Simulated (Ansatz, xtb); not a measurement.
AsBGeH6O: which of two isomers lies lower

Structure I is `B[O][GeH2][AsH2]`, a singlet and structure II is `OB[AsH][GeH3]`, a singlet. Both are isolated molecules in the gas phase, relaxed with PBE0-D3(BJ)/def2-SVP; the shapes shown needn't be the lowest conformers.

I (Å):

```csv
atom,x (Å),y (Å),z (Å)
As,0.0907,1.6251,-1.1584
B,-0.3918,-1.5207,1.7057
Ge,1.3052,-0.1940,-0.1281
O,0.0450,-1.3599,0.4466
H,0.0800,-0.8676,2.6214
H,-1.2679,-2.3370,1.9007
H,2.1817,-1.0189,-1.0836
H,2.0934,0.2929,1.1038
H,1.3993,2.2474,-1.6429
H,-0.0818,0.8427,-2.4559
```

II (Å):

```yaml
atoms:
  - { symbol: As, position_ang: [1.8455, 0.5599, 0.2249] }
  - { symbol: B, position_ang: [0.7080, -0.2440, 1.7001] }
  - { symbol: Ge, position_ang: [0.3787, -0.1036, -1.5774] }
  - { symbol: O, position_ang: [-0.6072, 0.0560, 1.7242] }
  - { symbol: H, position_ang: [-1.0698, -0.3117, 2.4851] }
  - { symbol: H, position_ang: [1.2108, -0.9163, 2.5769] }
  - { symbol: H, position_ang: [2.7757, -0.6390, 0.1133] }
  - { symbol: H, position_ang: [-0.7664, 0.9201, -1.6545] }
  - { symbol: H, position_ang: [-0.2167, -1.5121, -1.3855] }
  - { symbol: H, position_ang: [1.1724, -0.0741, -2.8974] }
```

Problem. Estimate E(II) − E(I) at the level CCSD(T)/def2-SVP + ΔMP2/def2-TZVPP.

Solution. Too close to call at this level: CCSD(T)/def2-SVP + ΔMP2/def2-TZVPP gives E(II) − E(I) = +3.98 kJ/mol.

Level by level:

| level | geometry | E(II) − E(I) (kJ/mol) | departure from the last row (kJ/mol) | job, with rough time for the two |
| --- | --- | --- | --- | --- |
| PBE0-D3(BJ)/def2-SVP | PBE0-D3(BJ)/def2-SVP | −11.84 | −15.82 | optimisation, 6.4 min |
| HF/def2-SVP | PBE0-D3(BJ)/def2-SVP | +11.81 | +7.83 | part of the CCSD(T) run |
| MP2/def2-SVP | PBE0-D3(BJ)/def2-SVP | +0.07 | −3.91 | part of the CCSD(T) run |
| CCSD(T)/def2-SVP | PBE0-D3(BJ)/def2-SVP | +2.26 | −1.72 | single point |
| CCSD(T)/def2-SVP + ΔMP2/def2-TZVPP | PBE0-D3(BJ)/def2-SVP | +3.98 |  | single point, 2.9 min |

As drawn, II has 1 As–B, 1 O–H, 1 Ge–H in place of 1 Ge–O, 1 B–H, 1 As–H.

The largest departure from CCSD(T)/def2-SVP + ΔMP2/def2-TZVPP is that of PBE0-D3(BJ)/def2-SVP, 15.82 kJ/mol. Levels run at GFN2-xTB geometries aren't shown. The last row adds to CCSD(T) the change of the MP2 difference between the two basis sets, here +1.72 kJ/mol.

With thermal terms from frequencies at re-optimised GFN2-xTB minima (ideal gas, soft modes damped towards free rotors, one conformer each, 298.15 K, 1 atm): on the last row, ΔE + ΔZPE = +12.41, ΔH = +10.91, ΔG = +15.09 kJ/mol.

The correlated steps freeze 20 core orbitals; the filled d shell of As and Ge is correlated, in a basis made for valence electrons. Codes used: Ansatz 0.2.0, xtb 6.7.1; the last row on 2 threads of AMD EPYC (Zen 3) on a shared host.
